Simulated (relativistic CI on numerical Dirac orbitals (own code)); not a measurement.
Crystal-field levels of V+, 3d4

Calculated by Dirac-Coulomb-Breit CI, KLI orbitals optimised for each configuration, model QED, valence Slater integrals scaled by 0.75, one configuration in a parametric crystal field (own radial code).

Field parameters in Wybourne normalisation: D3d B²₀ = −7Dσ, B⁴₀ = −14Dq − 21Dτ, B⁴₃ = −14√(10/7) Dq. The field is a parameter set, without covalency.

S and J are read from ⟨S²⟩ = S(S + 1) and ⟨J²⟩ = J(J + 1) of each level; they are not fictitious spins.

D3d, 10Dq = 11350, Dσ = -1200, Dτ = 40 cm⁻¹, the lowest 16 levels:

```tsv
E (cm⁻¹)	Degeneracy	Irrep	S	J
0.0	2	E	2.00	2.77
1.1	1	A1	1.99	2.90
7.5	1	A2	1.99	2.92
15.3	2	E	1.99	3.00
27.3	2	E	1.99	3.08
38.0	1	A1	1.99	3.18
38.4	1	A2	2.00	3.18
1146	1	A1	1.02	4.39
1151	1	A2	1.02	4.38
1213	2	E	1.01	4.11
1276	2	E	1.01	3.81
3787	1	A1	1.00	4.11
3791	2	E	1.00	4.11
7047	1	A1	0.01	4.50
8422	2	E	0.01	4.72
9547	1	A1	1.99	3.02
```

D3d, 10Dq = 11350, Dσ = -980, Dτ = 40 cm⁻¹, the lowest 10 levels:

```json
{"E (cm⁻¹)": "0.0", "Degeneracy": "2", "Irrep": "E", "S": "2.00", "J": "2.80"}
{"E (cm⁻¹)": "1.0", "Degeneracy": "1", "Irrep": "A1", "S": "1.99", "J": "2.90"}
{"E (cm⁻¹)": "7.6", "Degeneracy": "1", "Irrep": "A2", "S": "1.99", "J": "2.93"}
{"E (cm⁻¹)": "14.1", "Degeneracy": "2", "Irrep": "E", "S": "2.00", "J": "2.99"}
{"E (cm⁻¹)": "24.5", "Degeneracy": "2", "Irrep": "E", "S": "2.00", "J": "3.07"}
{"E (cm⁻¹)": "34.0", "Degeneracy": "1", "Irrep": "A1", "S": "2.00", "J": "3.15"}
{"E (cm⁻¹)": "34.3", "Degeneracy": "1", "Irrep": "A2", "S": "2.00", "J": "3.15"}
{"E (cm⁻¹)": "1382", "Degeneracy": "1", "Irrep": "A1", "S": "1.01", "J": "4.39"}
{"E (cm⁻¹)": "1388", "Degeneracy": "1", "Irrep": "A2", "S": "1.01", "J": "4.39"}
{"E (cm⁻¹)": "1448", "Degeneracy": "2", "Irrep": "E", "S": "1.01", "J": "4.12"}
```

D3d, 10Dq = 11350, Dσ = -760, Dτ = 40 cm⁻¹, the lowest 10 levels:

```tsv
E (cm⁻¹)	Degeneracy	Irrep	S	J
0.0	2	E	2.00	2.84
0.4	1	A1	1.99	2.92
7.1	1	A2	2.00	2.94
12.4	2	E	2.00	2.99
21.0	2	E	2.00	3.05
29.0	1	A1	2.00	3.12
29.4	1	A2	2.00	3.12
1604	1	A1	1.01	4.40
1610	1	A2	1.01	4.38
1668	2	E	1.01	4.13
```

The free-ion ground term has S = 2. Every field shown keeps that spin.

Levels of this model without a field, named by their leading LS term (the scale mimics covalency, so terms lie below those of the real free ion): 5D_0 0, 5D_1 31, 5D_2 93, 5D_3 182, 5D_4 297, 3H_4 11451, 3H_5 11508, 3H_6 11573 cm⁻¹.
